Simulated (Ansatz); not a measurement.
Geometry optimisation, RKS PBE/def2-SVP in Ansatz 0.2.0.

The input (input.yaml):

```yaml
crystal:
  periodic: [false, false, false]
  atoms:
    - { symbol: Al, position_ang: [-2.3615, 1.953, 1.0788] }
    - { symbol: O, position_ang: [-1.7705, 0.2999, 0.6759] }
    - { symbol: C, position_ang: [-0.4836, 0.3983, 0.1832] }
    - { symbol: Si, position_ang: [0.2444, -1.3097, -0.1906] }
    - { symbol: Si, position_ang: [2.2656, -1.1988, -0.9697] }
    - { symbol: H, position_ang: [-2.1951, 2.6317, 2.5222] }
    - { symbol: H, position_ang: [-3.1272, 2.8495, -0.058] }
    - { symbol: H, position_ang: [-0.3692, 1.0044, -0.7522] }
    - { symbol: H, position_ang: [0.2305, 0.8513, 1.0065] }
    - { symbol: H, position_ang: [-0.6864, -1.934, -1.1862] }
    - { symbol: H, position_ang: [0.1343, -2.1359, 1.0569] }
    - { symbol: H, position_ang: [2.7772, -2.5345, -1.2395] }
    - { symbol: H, position_ang: [3.0689, -0.5452, 0.0559] }
    - { symbol: H, position_ang: [2.2598, -0.3593, -2.1545] }
basis:
  gaussian: { orbitals: def2-SVP }
hamiltonian:
  xc: pbe
relax:
  f_tol: 0.02
  max_steps: 50
output:
  orbitals: {}
```

Launched with:

```bash
$ ansatz run input.yaml --threads 2 --pin off --max-ram 3072MiB --backend cpu --events-out ev --progress --plain --runs-dir out
```

Question: Where does it end, and by what steps?

Answer: It converged. After 27 steps the energy has fallen by 0.886 eV; H6 moved furthest, 1.66 Å.

| step | energy less start (eV) | largest force component (eV/Å) | accepted |
| --- | --- | --- | --- |
| 0 | 0.0000 | 2.490 | yes |
| 1 | -0.4747 | 1.002 | yes |
| 2 | -0.5710 | 0.369 | yes |
| 3 | -0.6236 | 0.861 | yes |
| 4 | -0.6840 | 1.064 | yes |
| 5 | -0.7266 | 0.864 | yes |
| 6 | -0.7903 | 0.160 | yes |
| 7 | -0.7972 | 0.069 | yes |
| 8 | -0.8053 | 0.609 | yes |
| 9 | -0.8162 | 0.133 | yes |
| 10 | -0.8133 | 0.411 | no |
| 11 | -0.8191 | 0.109 | yes |
| 12 | -0.8259 | 0.097 | yes |
| 13 | -0.8319 | 0.252 | yes |
| 14 | -0.8381 | 0.152 | yes |
| 15 | -0.8491 | 0.152 | yes |
| 16 | -0.8547 | 0.211 | yes |
| 17 | -0.8615 | 0.320 | yes |
| 18 | -0.8658 | 0.453 | yes |
| 19 | -0.8738 | 0.256 | yes |
| 20 | -0.8802 | 0.040 | yes |
| 21 | -0.8830 | 0.049 | yes |
| 22 | -0.8825 | 0.081 | no |
| 23 | -0.8845 | 0.048 | yes |
| 24 | -0.8849 | 0.065 | yes |
| 25 | -0.8851 | 0.061 | yes |
| 26 | -0.8856 | 0.062 | yes |
| 27 | -0.8860 | 0.010 | yes |

```xyz
14
Properties=species:S:1:pos:R:3
Al -2.706 1.714 0.941
O -1.083 1.188 1.186
C 0.042 0.920 0.382
Si 0.275 -0.977 0.161
Si 2.147 -1.496 -1.179
H -3.590 1.773 2.260
H -3.181 2.106 -0.535
H -0.023 1.393 -0.629
H 0.958 1.337 0.862
H -0.974 -1.523 -0.487
H 0.417 -1.630 1.511
H 2.252 -2.984 -1.391
H 3.418 -1.018 -0.526
H 2.034 -0.832 -2.527
```

The run took 87 s on 2 threads of Arm Neoverse V1 (shared host), peak memory 0.17 GiB.
